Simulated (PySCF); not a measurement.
**F²⁺ (fluorine, charge +2) across methods**

[He] 2s2 2p2 3d1, one real determinant (an excited configuration). All numbers are calculated (PySCF 2.14, the non-relativistic Hamiltonian (point nucleus), in aug-cc-pVDZ (4s3p2d, 23 functions)).

```tsv
method	E (hartree)	mean ε 2s β (eV)	mean ε 2p α (eV)	mean ε 3d α (eV)	Σ⟨r²⟩ (bohr²)	⟨S²⟩
BLYP	-95.7846	-72.687	-60.204	-3.300	7.307	3.751
PBE0	-95.6965	-75.028	-63.625	-4.337	7.306	3.751
TPSS	-95.7993	-72.894	-60.755	-3.437	7.316	3.751
UHF	-95.52407	-80.679	-73.023	-6.482	7.303	3.752
BP86	-95.7782	-72.804	-60.288	-3.529	7.307	3.750
r2SCAN	-95.7305	-73.017	-61.594	-3.371	7.323	3.751
LC-wPBE	-95.7092	-78.096	-66.010	-7.417	7.304	3.750
LDA	-95.1069	-72.299	-60.184	-3.040	7.324	3.750
```

Task: Estimate the same row for PBE.

Result: E (hartree) = -95.6940; mean ε 2s β (eV) = -72.543; mean ε 2p α (eV) = -60.266; mean ε 3d α (eV) = -3.420; Σ⟨r²⟩ (bohr²) = 7.312; ⟨S²⟩ = 3.750.

⟨L²⟩ = 8.00 against 12 for a pure F term, so this real determinant mixes terms. The outer electron is Rydberg-like, and this basis confines it to a smaller radius and binds it less than a complete one would.
